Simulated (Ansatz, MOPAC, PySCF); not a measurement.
Molecule: CHF, net charge 0, singlet state. SMILES: [CH]F
Geometry: optimised at B3LYP-D3(BJ)/def2-TZVP (Ansatz, a first-principles code).

Property: vertical ionisation energy to the doublet, in eV. Set-up: PM7 with its own dispersion and hydrogen-bond terms; 6-311+G** with 5d; each state is the SCF solution reached for its charge and spin; open shells spin-unrestricted; frozen cores in correlated levels; non-relativistic; no dispersion term unless named; no spin-orbit coupling; 6-31G* and kin with 6d, 5d where marked. First-principles rows: single points at B3LYP-D3(BJ) geometries (Ansatz). Semi-empirical rows: differences of heats of formation at the shared geometry for vertical values. The Hartree-Fock reference of [CH]F (CHF) is unstable towards a lower, spin-broken solution.

| level | program | vertical ionisation energy to the doublet (eV) |
|---|---|---|
| PM6 | MOPAC | 10.26 |
| PM7 | MOPAC | 10.31 |
| HF/6-31G* | Ansatz | 9.55 |
| HF/6-311+G** | Ansatz | 9.74 |
| PBE/6-31G* | Ansatz | 10.02 |
| B3LYP/6-31G* | Ansatz | 10.32 |
| B3LYP/6-311+G** | Ansatz | 10.65 |
| M06-2X/6-31G* (5d) | PySCF | 10.41 |
| MP2/6-31G* | Ansatz | 9.91 |
| PBE/def2-TZVPD | Ansatz | 10.32 |
| B3LYP/def2-TZVPD | Ansatz | 10.60 |
| M06-2X/def2-TZVPD | PySCF | 10.63 |

No value to compare with is used here. The 9 habitual levels span 9.55 (HF/6-31G*) to 10.65 eV (B3LYP/6-311+G**); PBE/def2-TZVPD gives 10.32.

The levels are drawn from those run, B3LYP/6-31G* more often than the rest, none by its result; left out are runs that failed, that the program found above a lower state of the same kind, or whose <S^2> lies over 0.5 above the pure value.
